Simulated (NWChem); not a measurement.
C$_{3}$H$_{3}$BF$_{2}$; SMILES C(C#C)B(F)F

```xyz
9

C      0.2702     2.6875     0.0000
C     -0.2770     1.6079     0.0000
C     -0.9224     0.3074     0.0000
B      0.0375    -0.9380     0.0000
F     -0.4796    -2.1529     0.0000
F      1.3479    -0.8444     0.0000
H      0.7557     3.6458     0.0000
H     -1.5916     0.2014     0.8741
H     -1.5916     0.2014    -0.8741
```
Atoms are numbered in this order, from 1.

Computed with NWChem. All runs use the structure optimised with PBE0/def2-SVP. Total energies compare along this basis series because the functional is fixed.

```
level             basis functions  energy (Ha)  highest occupied level (eV)  orbital gap (eV)  dipole (D)  relative time
----------------  ---------------  -----------  ---------------------------  ----------------  ----------  -------------
TPSS/pcseg-1                   99    -340.6883                        -6.60              5.80        1.12              2
TPSS/aug-pcseg-1              165    -340.7001                        -6.63              5.69        1.13             10
TPSS/pcseg-2                  222    -340.8920                        -6.64              5.78        1.16             10
TPSS/STO-3G                    33    -336.1647                        -4.04              6.85        0.89              1
TPSS/def2-SVP                  99    -340.4998                        -6.45              5.80        1.09              3
```

Times are rough ratios from one shared machine.
